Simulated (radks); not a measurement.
Valence configurations of neutral scandium (all share [Ar]). Calculated with a radial shooting solver on a logarithmic mesh with Libxc functionals: scalar-relativistic Kohn-Sham, PBE, spin-unpolarised, spherical densities, finite nucleus; Fermi nuclear charge, rms radius 3.5459 fm. Energies are relative to 3d1 4s2; eigenvalues in eV.

valence          E (eV)   e(3d)   e(4p)   e(4s)
3d1 4s2           0.000  -3.233       -  -4.183
3d1.5 4s1.5       0.680  -2.083       -  -3.801
3d0.5 4s2 4p0.5   1.277  -5.406  -2.001  -5.016
3d2 4s1           1.668  -1.365       -  -3.559
3d1 4s1 4p1       2.779  -4.365  -2.032  -4.873
3d1.5 4s0.5 4p1   3.258  -3.119  -1.845  -4.478
4s2 4p1           3.464       -  -2.518  -5.851
3d3               4.104  -0.880       -       -
3d1 4p2           5.674  -5.405  -2.507       -
4s1 4p2           6.853       -  -2.976  -6.418

NIST lists [Ar] 3d1 4s2 as the ground configuration; this level of theory agrees among the configurations tried. The energies are those of spherical spin-averaged densities, not of single terms.
